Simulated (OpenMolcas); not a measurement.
Te V: effect of the basis set

```json
{
 "Program": "OpenMolcas 26.06",
 "Method": "RASSCF",
 "Active space": "2 electrons in 9 orbitals (RAS2 5s 5p; RAS3 5d, at most 2 electrons)",
 "State averaging": "2S+1 = 3 even, 3 roots; 2S+1 = 1 even, 7 roots; 2S+1 = 3 odd, 3 roots; 2S+1 = 1 odd, 3 roots",
 "Spin-orbit coupling": "RASSI with atomic mean-field integrals over the reference wave functions, term energies averaged over their components"
}
```

A. ANO-R2 [7s6p4d2f1g], X2C, finite nucleus; cost roughly 20 core-seconds
B. ANO-RCC-VTZP [7s6p4d2f1g], DKH2, point nucleus; cost about 21 core-seconds
C. ANO-RCC-VQZP [8s7p5d3f2g], DKH2, point nucleus; cost roughly 26 core-seconds
D. ANO-RCC [10s9p8d5f3g], DKH2, point nucleus; cost about 40 core-seconds

Energies in cm⁻¹ above 5s² ¹S₀, the measured ground level; measured values from Moore, Atomic Energy Levels, vol. III, NSRDS-NBS 35 (1971 reprint of NBS Circular 467, 1958).

```csv
Level,A,B,C,D,Measured
5s² ¹S₀,0.0,0.0,0.0,0.0,0.0
5s 5p ³P°₀,69575,69407,69916,69537,
5s 5p ³P°₁,72293,72235,72548,72252,
5s 5p ³P°₂,79017,79282,79029,78972,
5s 5p ¹P°₁,113022,112867,113398,113198,111707
5p² ³P₀,172715,172547,173636,173094,176248
5p² ¹D₂,175238,175244,175906,175499,182797
5p² ³P₁,177551,177680,178241,177903,182419
```

Deviations, from unrounded energies. A percentage is the sum of absolute deviations over the sum of measured energies, with the sign that they share, or ± where signs differ.

```tsv
Against measurement	Levels	A	B	C	D
mean absolute deviation (cm-1)	4	4300	4300	3800	4100
other configurations (%)	4	±2.6	±2.6	±2.4	±2.5
```

C lies closest to measurement on these levels and A furthest from it. The largest miss of C in the table is 5p² ¹D₂, by -6900 cm-1. The ranking rests on the paired levels alone, and a cruder setting can come out closer through cancelling errors.

Among A to D the level of the table that moves most is 5p² ³P₀, by 1100 cm-1 (lowest in B, highest in C).

Active for correlation alone: 5d; no level in the range computed is led by a configuration that fills it, so any true level of that kind is missing. Some terms mix strongly with configurations of 5d, whose occupation reaches 0.23 (5p² ¹D) (figures for A; the like holds for B, C, D). Computed and measured levels are paired by configuration, term and J; levels that our copy of the source lacks, or whose pairing is in doubt (as where it misses far off the trend of its configuration), stay unpaired and out of the deviations. Levels of configurations outside the active space are missing. The table leaves out levels that lie high or whose names do not pair safely across all columns.

° marks odd parity.
